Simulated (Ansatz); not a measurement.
Reaction (isomerisation): `[NH2][GaH][AsH2]` → `N[AsH][GaH2]`

Gas-phase electronic energies from Ansatz, PBE0-D4/def2-TZVP geometries. CBS: MP2 limit from def2 TZ/QZ plus the TZ coupled-cluster correction, frozen cores. Functionals use def2-TZVPP. For As, Ga outer-core shells are correlated without core-valence functions, which leaves a few kJ/mol of doubt a bond. Scalar relativity is left out up to krypton. One conformer a species, not always the lowest.

```json
{"level": "PBE-D4", "ΔE (kJ/mol)": "101.6"}
{"level": "B97M-V", "ΔE (kJ/mol)": "97.8"}
{"level": "BLYP", "ΔE (kJ/mol)": "102.3"}
{"level": "CCSD/def2-TZVPP", "ΔE (kJ/mol)": "111.5"}
```

Question: What does CCSD(T)/CBS give? (An estimate is asked.)

Answer: The calculation gave: +114.1 kJ/mol. The listed levels differ from it by -12.5, -16.3, -11.8, -2.6 kJ/mol.

Largest T1 diagnostic among the species: 0.013.

Leaving LDA and LC-ωPBE aside and taking each functional with its dispersion term where it has one, the values, not all of them listed here, spread over 13.4 kJ/mol, from revPBE-D4 to PBE-QIDH. LDA lies +7.5 kJ/mol from PBE without D4. In def2-TZVPP, CCSD(T) changes the Hartree–Fock value by +4.7 kJ/mol (the triples alone add +0.0 kJ/mol) and MP2 by +8.4 kJ/mol. At CCSD(T), def2-SVP lies +10.6 kJ/mol from the extrapolated value and def2-TZVPP −2.6 kJ/mol.

CCSD(T)/CBS has its own doubt, a few kJ/mol and more with outer-core shells, so smaller differences from it don't rank the levels.
